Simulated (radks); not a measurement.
Results of a calculation; reference values are marked as such.
Isoelectronic series with 12 electrons, each ion in its NIST ground configuration. Level of theory: scalar-relativistic Kohn-Sham, PBE, spin-unpolarised, spherical densities, finite nucleus; Fermi nuclear charge, rms radius of each element as measured or else 0.836 A^(1/3) + 0.57 fm (a radial shooting solver on a logarithmic mesh with Libxc functionals). Total energies (hartree) and mean radii <r> (bohr):

ion,configuration,E (hartree),3s,2p
Mg,[Ne] 3s2,-200.27974,3.150,0.6894
Si2+,[Ne] 3s2,-288.96448,1.951,0.5362
S4+,[Ne] 3s2,-394.82336,1.466,0.4395
Ar6+,[Ne] 3s2,-517.86991,1.186,0.3727
Ca8+,[Ne] 3s2,-658.15978,0.9990,0.3236
Ti10+,[Ne] 3s2,-815.76887,0.8644,0.2859
Cr12+,[Ne] 3s2,-990.78816,0.7623,0.2561
Fe14+,[Ne] 3s2,-1183.32149,0.6820,0.2319
Ni16+,[Ne] 3s2,-1393.48542,0.6170,0.2118
Zn18+,[Ne] 3s2,-1621.40806,0.5633,0.1949
Ge20+,[Ne] 3s2,-1867.23070,0.5181,0.1804
Se22+,[Ne] 3s2,-2131.10770,0.4795,0.1680
Kr24+,[Ne] 3s2,-2413.20579,0.4461,0.1571
Sr26+,[Ne] 3s2,-2713.70558,0.4169,0.1474
Zr28+,[Ne] 3s2,-3032.80146,0.3913,0.1389
Mo30+,[Ne] 3s2,-3370.70068,0.3684,0.1313
Ru32+,[Ne] 3s2,-3727.63130,0.3480,0.1244
Pd34+,[Ne] 3s2,-4103.83392,0.3296,0.1182
Cd36+,[Ne] 3s2,-4499.56494,0.3129,0.1126
